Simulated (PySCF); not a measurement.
How methods differ on the ionisation energy of Gd(3+)

Gd(3+) [Xe] 4f7 [4f5/2^6 4f7/2^1, M_J = 7/2] → Gd(4+) [Xe] 4f6 [4f5/2^6, M_J = 0], as a difference of total energies. Computed with PySCF 2.14 in x2c-TZVPall-2c, with the two-component X2C-1e Hamiltonian. Correlated levels: [Ar] 3d10 frozen; the 18 highest virtual spinors dropped. "Screened" scales the spin-orbit matrix elements by Boettger's factors to mimic the two-electron term; Breit and QED terms are absent.

```tsv
method	ionisation energy (eV)
GHF (spin-free)	42.838
GMP2 (spin-free)	44.272
GHF (screened spin-orbit)	42.382
GMP2 (screened spin-orbit)	43.802
```

Task: How much does correlation contribute at GMP2 (screened spin-orbit)?

Result: 43.802 − (42.382) = 1.420 eV, measured against GHF (screened spin-orbit).

The spin-free rows relax to the high-spin LS determinant and lack the spin-orbit shift.

The labels give the starting determinants; with spin-orbit coupling the two ends relaxed to ⟨J²⟩ = 15.76, ⟨L²⟩ = 0.11, ⟨S²⟩ = 15.68 and ⟨J²⟩ = 5.34, ⟨L²⟩ = 11.82, ⟨S²⟩ = 11.81.

The determinant of Gd(4+) mixes levels of different J (the jj label is only the starting occupation), so the difference between spin-free and spin-orbit rows is not the physical spin-orbit shift.

For comparison: 44.44 ± 0.08 eV (semi-empirical (NIST evaluation); NIST Atomic Spectra Database, ionization energies).
